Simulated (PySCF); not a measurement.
## Computed structure and properties of [Tl(BH4)2]+

System: [Tl(BH4)2]+ (singlet); start: displaced along the imaginary mode (Ci). Method: PySCF 2.14.0, RKS r2SCAN, Tl def2-SVP with ECP60, B def2-SVP, H def2-SVP; non-relativistic Hamiltonian with scalar-relativistic core potentials where named; density fitting; no spin-orbit coupling.

Input of the relaxation:

```python
mol = gto.M(atom='''
Tl     0.00000     0.00000     0.00000
B      0.03298    -0.00533     2.14515
H     -0.24679     0.03992     3.37230
H      1.09214     0.60914     2.10368
H     -1.04584     0.61586     2.01390
H      0.02897    -1.23717     2.07136
B     -0.03298     0.00533    -2.14515
H      0.24679    -0.03992    -3.37230
H      1.04584    -0.61586    -2.01390
H     -1.09214    -0.60914    -2.10368
H     -0.02897     1.23717    -2.07136''',
    basis={'Tl': 'def2-SVP', 'B': 'def2-SVP', 'H': 'def2-SVP'},
    ecp={'Tl': 'def2-SVP'},
    charge=1, spin=0)
mf = dft.RKS(mol, xc='R2SCAN')
mf.grids.atom_grid = (50, 194)
mf = mf.density_fit()  # fitting sets: Tl def2-universal-JKFIT, B def2-universal-JKFIT, H def2-universal-JKFIT
mf.conv_tol = 1e-08; mf.max_cycle = 55
mf.kernel(dm0)  # dm0: converged density of the start geometry
# quasi-Newton relaxation in Cartesian coordinates to a largest gradient under 0.00045 Eh/bohr, steps kept in the point group
```

Run from Python with OMP_NUM_THREADS=2; the lines above give its settings. Where DIIS fails, smearing, a level shift and second-order steps follow.
It took 2.6 min on 2 threads of Arm Neoverse V2, on a shared host, from the converged density of the start.

Course of the relaxation:

| step | energy above end (eV) | largest force component within the symmetry (eV/Å) |
| --- | --- | --- |
| 0 | 0.9240 | 0.684 |
| 1 | 0.8882 | 0.274 |
| 2 | 0.8167 | 0.612 |
| 3 | 0.7068 | 0.727 |
| 4 | 0.5356 | 0.635 |
| 5 | 0.3613 | 0.470 |
| 6 | 0.3003 | 0.657 |
| 7 | 0.1714 | 0.284 |
| 10 | 0.0198 | 0.264 |
| 11 | 0.0075 | 0.154 |
| 12 | 0.0030 | 0.076 |
| 13 | 0.0003 | 0.046 |
| 14 | 0.0000 | 0.018 |
| 15 | 0.0000 | 0.010 |
(The steps between are left out.)

Relaxed geometry (nearly C2h):

```xyz
11

Tl    0.0000    0.0000    0.0000
B     0.2694   -0.1636    2.2292
H    -0.5717    0.3055    3.1575
H     1.2148    0.5381    2.4824
H    -0.9094    0.4601    2.3321
H     0.2140   -1.3375    2.4871
B    -0.2694    0.1636   -2.2292
H     0.5717   -0.3055   -3.1575
H     0.9094   -0.4601   -2.3321
H    -1.2148   -0.5381   -2.4824
H    -0.2140    1.3375   -2.4871
```

```csv
contact,Å
Tl1–B2 (BH4),2.251
Tl1–B7 (BH4),2.251
```

On relaxing from the template, bonds within or between ligands changed, so the formula names the start rather than the bonding at the end.

On the finer grid (75, 302):

```yaml
HOMO: -11.69 eV
LUMO: -7.22 eV
Dipole_about_the_centre_of_mass: 0.00 D
Set_of_Mulliken_populations_of_Tl1_outside_the_core_potential: s 3.63, p 6.80, d 10.02
D3_BJ_dispersion_energy_not_in_the_energies: -0.049 eV
```

| atom | Mulliken (e) | Löwdin (e) | spin (e) |
| --- | --- | --- | --- |
| Tl1 | 0.56 | 0.84 | 0.00 |
| B2 | -0.26 | -0.41 | 0.00 |
| H3 | 0.19 | 0.21 | 0.00 |
| H4 | 0.08 | 0.05 | 0.00 |
| H5 | 0.12 | 0.18 | 0.00 |
| H6 | 0.09 | 0.04 | 0.00 |
| B7 | -0.26 | -0.41 | 0.00 |
| H8 | 0.19 | 0.21 | 0.00 |
| H9 | 0.12 | 0.18 | 0.00 |
| H10 | 0.08 | 0.05 | 0.00 |
| H11 | 0.09 | 0.04 | 0.00 |

No frequency check is given for this geometry.

Taking off one BH4 (charge -1, singlet; the rest: singlet) in vacuum, both parts rigid, costs 16.85 eV; the small basis without counterpoise inflates it. Most of it is the attraction of opposite charges; other ways to part are cheaper, and one spin state was tried for the rest.

Rigid scan of BH4 along the line from its metal:

| distance to B2 (Å) | energy (eV) |
| --- | --- |
| 1.95 | 0.676 |
| 2.05 | 0.263 |
| 2.15 | 0.060 |
| 2.25 | 0.000 |
| 2.35 | 0.037 |
| 2.45 | 0.138 |
| 2.65 | 0.443 |
| 2.95 | 0.979 |
| 3.35 | 1.634 |
| 3.85 | 2.240 |

One start shape was tried, so this needn't be the lowest isomer.
